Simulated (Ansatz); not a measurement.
Stepwise reaction of `O[Si](O)(Cl)Cl` with hydrogen, as a gas-phase model of exchange steps in deposition or etching. ΔE in kJ/mol.

Isolated molecules relaxed with PBE0-D4/def2-TZVP in Ansatz; ΔE leaves out vibrations. CCSD(T)/CBS is the MP2 limit (def2-TZVPP, def2-QZVPP) plus CCSD(T) − MP2 in def2-TZVPP, frozen cores. This one scheme is used for every species. Functionals use def2-TZVPP. B3LYP here is the variant with VWN-RPA as its local correlation; programs differ in this. Each species was taken in one conformer, which may not be the lowest.

```
step                                      reaction  PBE-D4  B3LYP-D4  ωB97M-V  CCSD(T)/CBS
   1  `O[Si](O)(Cl)Cl` + H₂ → `O[SiH](Cl)Cl` + H₂O    83.0      89.4     90.7         86.8
   2      `O[SiH](Cl)Cl` + H₂ → `Cl[SiH2]Cl` + H₂O    88.1      93.2     94.0         89.7
```

Q: By hand: ΔE of the 2 steps together at CCSD(T)/CBS.

A: (86.8) + (89.7) = 176.5 kJ/mol, or 88.2 kJ/mol a step.

In ΔE the steps differ by no more than 2.9 kJ/mol. All are uphill at CCSD(T)/CBS. PBE-D4 differs from CCSD(T)/CBS by -3.8 to -1.6 kJ/mol a step. Isolated molecules leave out the surface, adducts and barriers. Largest T1 diagnostic: 0.010.
